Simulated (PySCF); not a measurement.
Q: What does the PBE0-D3(BJ)/def2-SVP structure of `[CH3][Ti]([CH3])([CH3])[Cl]` ([Ti(CH3)3Cl]) look like in three dimensions? (Singlet state.)

A: 
```
atom  x, y, z in Å
C1    -0.9739    1.5765   -0.4057
Ti2    0.0720    0.1256    0.5779
C3     1.8539   -0.0577   -0.3971
C4    -0.9420   -1.6195    0.2872
Cl5    0.3336    0.5547    2.7193
H6    -1.1071    1.2505   -1.4528
H7    -1.9635    1.7180    0.0611
H8    -0.4212    2.5310   -0.3880
H9     2.5235   -0.7477    0.1434
H10    1.6556   -0.4536   -1.4090
H11    2.3369    0.9310   -0.4798
H12   -1.1657   -1.7354   -0.7875
H13   -1.8841   -1.6087    0.8612
H14   -0.3193   -2.4656    0.6256
```

Orientation and origin are arbitrary. Atoms count from 1 in this order. All 3 C–Ti bonds measure 2.039 to 2.041 Å. Ti2 (titanium bonded to 3 C and Cl) is distorted tetrahedral (angles from 106.3° to 113.0°).

Bonds between heavy atoms (Å): C1–Ti2 2.041, Ti2–C3 2.040, Ti2–C4 2.039, Ti2–Cl5 2.200.

Computed, not measured: PySCF, PBE0-D3(BJ)/def2-SVP geometry optimisation, gas phase.

Point group: near C3v, missed by 0.35 Å at most; the miss may be what the optimiser left on a soft mode. PBE0-D3(BJ)/def2-SVP frequencies: not computed here.
